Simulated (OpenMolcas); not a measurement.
## Sb3+: CASPT2 settings compared

```
Program             : OpenMolcas 26.06
Basis               : ANO-RCC-VTZP [7s6p4d2f1g]
Scalar Hamiltonian  : DKH2, point nucleus
Active space        : 2 electrons in 8 orbitals (5s 5p 6s 6p)
State averaging     : 2S+1 = 1 even, 7 roots; 2S+1 = 3 even, 3 roots kept (CI in the orbitals of an earlier block); 2S+1 = 1 odd, 3 roots; 2S+1 = 3 odd, 3 roots kept (CI in the orbitals of an earlier block)
Spin-orbit coupling : state interaction with AMFI integrals over the reference wave functions, term energies averaged over their components
```

Methods on the same reference wave functions:
A. CASSCF
B. SS-CASPT2, IPEA 0.75 Eh, imaginary shift 0.05 Eh (closed shells correlated: 4d)
C. SS-CASPT2, IPEA 0.6 Eh, real shift 0.1 Eh (closed shells correlated: 4d)
D. SS-CASPT2, IPEA 0.75 Eh, imaginary shift 0.5 Eh (closed shells correlated: 4d)
E. MS-CASPT2, IPEA 0.75 Eh, imaginary shift 0.05 Eh (closed shells correlated: 4d)
F. MS-CASPT2, IPEA 0.75 Eh, imaginary shift 0.5 Eh (closed shells correlated: 4d)

Energies in cm⁻¹ above 5s² ¹S₀, the measured ground level; measured values from Moore, Atomic Energy Levels, vol. III, NSRDS-NBS 35 (1971 reprint of NBS Circular 467, 1958).

```
     Level       A      B      C      D      E      F  Measured
   5s² ¹S₀     0.0    0.0    0.0    0.0    0.0    0.0       0.0
5s 5p ³P°₀   61132  64620  64590  64650  65200  65200          
5s 5p ³P°₁   63340  66730  66690  66760  67310  67310     66700
5s 5p ³P°₂   68469  71960  71920  71990  72540  72540     72560
5s 5p ¹P°₁  103378  95230  95000  95340  95810  95890     95952
```

Deviations, from unrounded energies. A percentage is the sum of absolute deviations over the sum of measured energies, with the sign that they share, or ± where signs differ.

| Against measurement | Levels | A | B | C | D | E | F |
| --- | --- | --- | --- | --- | --- | --- | --- |
| mean absolute deviation (cm-1) | 3 | 5000 | 450 | 530 | 420 | 260 | 230 |
| other configurations (%) | 3 | ±6.3 | ±0.6 | -0.7 | ±0.5 | ±0.3 | ±0.3 |

F lies closest to measurement on these levels and A furthest from it. The largest miss of F in the table is 5s 5p ³P°₁, by +610 cm-1. The ranking rests on the paired levels alone, and a cruder setting can come out closer through cancelling errors.

Among B to F the level of the table that moves most is 5s 5p ¹P°₁, by 890 cm-1 (lowest in C, highest in F). Moves below CASPT2's spread within the term are not significant.

The lowest spin-free term lies below A's lowest term by 0.408 hartree in B, 0.409 hartree in C, 0.408 hartree in D, 0.411 hartree in E, 0.411 hartree in F.

Over all roots computed the reference weight is 0.89 to 0.95 in B, 0.89 to 0.95 in E; the roots of lowest weight are the least certain, and an intruder state may touch them. Terms from blocks run as CI alone lack orbitals of their own. Active for correlation alone: 6p 6s; no level in the range computed is led by a configuration that fills them, so any true level of that kind is missing. Measured partners are found by configuration, term and J. A level has none where our copy of the source lacks it or the pairing is in doubt (some pairs that miss far off the trend of their configuration count as doubtful), and it then counts in no deviation. Levels of configurations outside the active space are missing. Levels that lie high or do not pair safely by name in every column are left out.

° marks odd parity.
